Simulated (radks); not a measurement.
Results of a calculation; reference values are marked as such.
Q: The mean radii <r> (bohr) of the occupied orbitals of an atom or ion are listed with their occupations. Code: a radial shooting solver on a logarithmic mesh with Libxc functionals. Model: non-relativistic Kohn-Sham, PBE, spin-polarised, spherical densities, point nucleus.

| orbital | occ. | <r> |
|---|---|---|
| 1s up | 1 | 0.04500 |
| 1s down | 1 | 0.04500 |
| 2s up | 1 | 0.1998 |
| 2s down | 1 | 0.1994 |
| 2p up | 3 | 0.1727 |
| 2p down | 3 | 0.1722 |
| 3s up | 1 | 0.5499 |
| 3s down | 1 | 0.5533 |
| 3p up | 3 | 0.5462 |
| 3p down | 3 | 0.5507 |
| 3d up | 5 | 0.5201 |

Name the element and its charge. Open shells, if any, are filled with parallel spins first.

A: Z = 34, selenium, charge +11: Se11+ in [Ar] 3d5. The 1s radius gives Z: for a bare nucleus <r> = 1.5/Z, 0.04412 bohr for Z = 34, and screening makes it slightly larger (0.04500 here). The occupations add up to 23, and the charge is Z minus that.
